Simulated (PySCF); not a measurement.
Cl3Sc, charge +1, multiplicity 2. Atoms are numbered in the order given.

```xyz
4

Sc    -0.3269     0.7085     0.0000
Cl     1.3105    -0.2345     1.3961
Cl    -2.2171    -0.4063     0.0000
Cl     1.3105    -0.2345    -1.3961
```
Charge +1, spin multiplicity 2.

Coordinates come from a PBE-D3(BJ)/def2-SVP optimisation. The multiplicity is an assumed one; other spin states were not compared. The isomer is the one that the SMILES or the coordinates give; other isomers of the formula were not compared.

All values below come from PBE-D3(BJ)/def2-SVP run with PySCF.

Frequencies are harmonic and unscaled.

```
mode  ν (cm⁻¹)  IR (km/mol)  moving atoms (share of kinetic energy)
----  --------  -----------  --------------------------------------
1           71          6.1                        Cl 83 %, Sc 17 %
2           83          9.3                        Cl 69 %, Sc 31 %
3          156          7.6                        Cl 84 %, Sc 16 %
4          296          1.9                        Cl 61 %, Sc 39 %
5          387         35.4                        Cl 63 %, Sc 37 %
6          485         84.8                        Cl 51 %, Sc 49 %
```
